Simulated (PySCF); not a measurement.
[VBr4]2- holds V(II), d3, at total charge -2. The structure is a model geometry with rigid ligands and bond lengths from ionic radii, not a minimum; coordination tetrahedral, point group Td, metal–donor distances 2.53 Å.

```
5

V     0.000    0.000    0.000
Br    1.461    1.461    1.461
Br   -1.461   -1.461    1.461
Br   -1.461    1.461   -1.461
Br    1.461   -1.461   -1.461
```

Method (PySCF 2.14, density fitting): CASSCF(3,5) with orbitals averaged over all microstates of the shell, strongly contracted NEVPT2 on the averaged canonical orbitals; basis x2c-TZVPall on the metal, x2c-SVPall elsewhere; spin-free X2C; IEF-PCM water; spin-orbit coupling by state interaction with the mean-field operator over all roots.

Q: What is the ground state?

A: 4T1 (S = 3/2, orbital degeneracy 3), with 1.9 electrons in the lower (e-type) set and 1.1 in the upper (t2-type) set, by NEVPT2.

Q: Where do the spin-allowed transitions within the shell lie?

A: By NEVPT2: 4T2 at 2745 cm⁻¹; 4A2 at 5943 cm⁻¹; 4T1 at 12477 cm⁻¹ (801 nm). The strongest, at 12477 cm⁻¹, has f = 3.4e-04.

Q: Which is the lowest state of another spin?

A: 2E at 10565 cm⁻¹ by NEVPT2; CASSCF alone puts it at 12660 cm⁻¹ above the same ground state.

Q: What ligand-field parameters describe the result?

A: At NEVPT2 level: orbital energies 0, 0, 3018, 3018, 3018 cm⁻¹; 10Dq = 3018 cm⁻¹; B = 690 cm⁻¹; C = 2917 cm⁻¹; B over its free-ion value at the same level 0.847; rms of the fit 279 cm⁻¹; ζ = 135 cm⁻¹ (free ion 174).

Q: What magnetic behaviour follows?

A: Degenerate or low-lying orbital states mix with the ground state, so no spin-only Hamiltonian applies. The lowest spin-orbit level is 4-fold; the next lies at 13.0 cm⁻¹. μeff is 3.87 μB at 300 K and 1.98 μB at 10 K; the spin-only value is 3.88 μB.

The ground state is orbitally degenerate in this regular structure, which would distort (Jahn–Teller), so its moment is that of the undistorted model. NEVPT2 lifts 4A2 from 5300 to 5943 cm⁻¹; on the d shell alone such lifts tend to overshoot.

The job took 66 s on one thread of Arm Neoverse N1 (shared host), with 176 basis functions and a peak of 0.52 GiB, launched as `OMP_NUM_THREADS=1 python lf_run.py task.json out`.
